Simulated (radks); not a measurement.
Results of a calculation; reference values are marked as such.
Species: the molybdenum ion Mo2+. Configuration: [Kr] 4d3.5 5s0.5 (fractional occupations, a model configuration). Code: a radial shooting solver on a logarithmic mesh with Libxc functionals. Model: scalar-relativistic Kohn-Sham, PBE, spin-polarised, spherical densities, point nucleus; open shells are filled with parallel spins first (spin-orbit coupling, left out, can overturn this in heavy ions).

Unscreened Slater integrals over Kohn-Sham orbitals (cm^-1). They are taken over the spin-up orbitals.

integral    value
F0(5s,5s)   69123
F0(5s,4d)   81741
G2(5s,4d)   17406
F0(5s,4p)   85968
G1(5s,4p)  6774.4
F0(5s,4s)   87026
G0(5s,4s)  4383.7
F0(4d,4d)  118220
F2(4d,4d)   59342
F4(4d,4d)   38721
F0(4d,4p)  134870
F2(4d,4p)   65482
G1(4d,4p)   81055
G3(4d,4p)   49368
F0(4d,4s)  139360
G2(4d,4s)   57660
F0(4p,4p)  161250
F2(4p,4p)   84895
F0(4p,4s)  169230
G1(4p,4s)  114750
F0(4s,4s)  178700

Derived for the open shells (J is the average intra-shell exchange parameter used in DFT+U). 4d: Racah B = F2/49 - 5 F4/441 = 772.0 cm^-1, C = 35 F4/441 = 3073 cm^-1, C/B = 3.98, F4/F2 = 0.653, J = (F2 + F4)/14 = 7004 cm^-1.
